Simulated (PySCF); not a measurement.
Isomers of C4H8NSi2 (doublet state), one GFN2-xTB conformer each. Single-point energies are computed at B3LYP/pcH-1 (PySCF, gas phase, no added dispersion term), electronic only. GFN2-xTB treats the open shell by occupation alone, and not every SCF solution was tested for stability.

```csv
SMILES,GFN2-xTB relative energy (kJ/mol)
C#C[SiH][Si@H](N)C=C,5.5
[H]/[C]=C\[Si@H](N)[SiH2]C#C,109.8
C#C[SiH2][Si@H]([NH])C=C,33.0
C#C[SiH2][Si](N)C=C,0.0
```

Conformers: `[CH:1]#[C:2][SiH:3][Si@H:4]([NH2:5])[CH:6]=[CH2:7]` (doublet state) with C2–Si3–Si4–N5 179°, Si3–Si4–N5–H -59° and 166°, Si3–Si4–C6–C7 100°; `[H]/[C:1]=[CH:2]\[Si@H:3]([NH2:4])[SiH2:5][C:6]#[CH:7]` (doublet state) with C1–C2–Si3–N4 -71°, C2–Si3–N4–H 64° and -74°, C2–Si3–Si5–C6 57°; `[CH:1]#[C:2][SiH2:3][Si@H:4]([NH:5])[CH:6]=[CH2:7]` (doublet state) with C2–Si3–Si4–N5 177°, Si3–Si4–N5–H 103°, Si3–Si4–C6–C7 110°; `[CH:1]#[C:2][SiH2:3][Si:4]([NH2:5])[CH:6]=[CH2:7]` (doublet state) with C2–Si3–Si4–N5 178°, Si3–Si4–N5–H 61° and -155°, Si3–Si4–C6–C7 147°.

**Question.** What does B3LYP/pcH-1 give for the same structures?

**Answer.** 
```
                      SMILES  B3LYP/pcH-1 E (Eh)  B3LYP/pcH-1 (kJ/mol)  GFN2-xTB (kJ/mol)  point group
         C#C[SiH2][Si](N)C=C          -790.92660                   0.0                0.0           C1
        C#C[SiH][Si@H](N)C=C          -790.92489                   4.5                5.5           C1
[H]/[C]=C\[Si@H](N)[SiH2]C#C          -790.88658                 105.1              109.8           C1
    C#C[SiH2][Si@H]([NH])C=C          -790.88266                 115.4               33.0           C1
```

Both levels put the same isomer lowest; measured from each level's own lowest isomer, the values differ by up to 82.4 kJ/mol (C#C[SiH2][Si@H]([NH])C=C: 33.0 against 115.4). Neighbours under 21 kJ/mol apart (C#C[SiH2][Si](N)C=C and C#C[SiH][Si@H](N)C=C; [H]/[C]=C\[Si@H](N)[SiH2]C#C and C#C[SiH2][Si@H]([NH])C=C) can change places with a better method, another conformer or zero-point energy.
